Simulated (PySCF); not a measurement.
Sn(H)3(SiMe3), C₃H₁₂SiSn, SMILES C[Si]([SnH3])(C)C at its GFN2-xTB optimised geometry (Å):

```
17

Sn    -1.7289    -0.1432     0.0000
Si     0.8196    -0.1432     0.0000
C      1.4017     1.6375     0.3005
C      1.4016    -0.7732    -1.6925
C      1.4019    -1.2939     1.3917
H     -2.4858     1.3538     0.0000
H     -2.4856    -0.8917    -1.2966
H     -2.4860    -0.8919     1.2963
H      1.0433     2.0159     1.2532
H      2.4860     1.6896     0.3098
H      1.0440     2.3075    -0.4756
H      1.0438    -0.1368    -2.4963
H      1.0434    -1.7800    -1.8850
H      2.4859    -0.7918    -1.7420
H      1.0411    -2.3075     1.2445
H      1.0468    -0.9553     2.3604
H      2.4862    -1.3303     1.4301
```

Level of theory: PBE0/def2-SVP, def2 effective core potentials past Kr in PySCF 2.14.0. The core electrons that the potentials of Sn replace are not part of the density. Cells within 0.4 Å of a nucleus heavier than hydrogen are left out (blank, or x).

Map of the log10 of the electron density (e/bohr³), floored at −4 on the plane z = 0.0 Å:

```
|0000000000000000000000000000000|
|0000000000000000000000000000000|
|0000000000000000011111000000000|
|0000000000000001122222110000000|
|0000000000000011233333221100000|
|0000111111100012344544332210000|
|0001122222111123455655443321000|
|0012233333221223566766554432100|
|0112344544332234567777665532100|
|0123455655433334567xx7776543100|
|0123456765544334567xx7776543100|
|0123567766554444567777665432100|
|0123456666655555566766554432100|
|0123456677766555666666543321000|
|0123456789986666678765443210000|
|01234568xxx976667xx865443210000|
|012345689xx976667xx865443210000|
|0123456789986666678665443210000|
|0123445677766555556655433210000|
|0123345556655545555555433210000|
|0112344455544444445544432210000|
|0012233444433333344443332110000|
|0001222333322222333333222100000|
|0000112222221112233332211000000|
|0000001111111111222222110000000|
|0000000000000000112221100000000|
|0000000000000000011110000000000|
|0000000000000000000000000000000|
|0000000000000000000000000000000|
|0000000000000000000000000000000|
|0000000000000000000000000000000|
```
Scale: ten equal steps from -4.00 (start of '0') to 0.494 (end of '9'), in the order '0123456789'; x runs from -4.50 to 4.50, y from -4.50 (bottom) to 4.50 (top).
